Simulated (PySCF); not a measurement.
System: C3, singlet: symmetric bend, bond length relaxed. Scanned: C-C-C angle. Other coordinates (C-C bond length) were minimised at B3LYP/def2-TZVP.

Levels of theory: PBE0/cc-pVTZ (PySCF); RHF/cc-pVTZ (PySCF); CCSD(T) on RHF/cc-pVTZ, 3 core orbitals frozen (PySCF).

Energies relative to the lowest point of each profile, in kJ/mol:

| a / ° | PBE0 | RHF |
|---|---|---|
| 180 | 0.00 | 0.00 |
| 170 | 0.06 | 0.10 |
| 160 | 0.21 | 0.41 |
| 150 | 0.44 | 0.81 |
| 140 | 0.77 | 1.22 |
| 130 | 1.33 | 1.59 |
| 120 | 2.55 | 2.18 |
| 110 | 5.23 | 3.82 |
| 100 | 10.85 | 8.46 |
| 90 | 21.79 | 20.10 |
| 80 | 42.19 | 47.24 |

### Question
What does CCSD(T) give at the same points?

### Answer
180: 0.00; 170: 0.13; 160: 0.43; 150: 0.90; 140: 1.59; 130: 2.70; 120: 4.59; 110: 7.92; 100: 14.02; 90: 25.30; 80: 46.38 (kJ/mol).
